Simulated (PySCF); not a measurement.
Species: Ge(CF3)Me3, C4H9F3Ge.
InChI=1S/C4H9F3Ge/c1-8(2,3)4(5,6)7/h1-3H3

Method used: PBE0-D3(BJ)/def2-SVP geometry optimisation, gas phase in PySCF 2.14.0.

Take the most abundant isotopes and a rigid rotor. 

Problem. Give the principal moments of inertia and the rotational constants in cm⁻¹.

Solution. Ia = 264.64, Ib = 451.16, Ic = 451.28 u·Å²; 505379 MHz·u·Å²/I gives 1910, 1120 and 1120 MHz, that is A = 0.06370, B = 0.03736, C = 0.03736 cm⁻¹.

Problem. What kind of rotor is it?

Solution. A prolate symmetric top, as the point group C3v requires two equal moments. Ray's parameter κ = (2B − A − C)/(A − C) = -0.999; −1 is the prolate and +1 the oblate limit.

Problem. Where do the R-branch lines fall?

Solution. The dipole of 2.74 D lies along the symmetry axis, so ΔK = 0 and J+1 ← J falls at 2B(J+1) for every K: 2.24 GHz, 4.48 GHz, 6.72 GHz, 8.96 GHz, 11.20 GHz for J = 0 to 4.

Problem. Estimate the classical rotational partition function at 10 K, 25 K and 298.15 K.

Solution. Point group C3v, symmetry number σ = 3; q = (√π/σ)·√((kT/h)³/(ABC)), k/h = 20836.6 MHz/K: 1150 at 10 K, 4540 at 25 K, 187000 at 298.15 K.

Not checked by PBE0-D3(BJ)/def2-SVP frequencies. Constants of a rigid frame at the computed geometry: no zero-point averaging, no centrifugal distortion.

On one thread, Arm Neoverse V1 (aarch64), on a shared host, this took 2.5 min of wall time and 0.74 GiB of memory at its peak. This is the geometry optimisation.
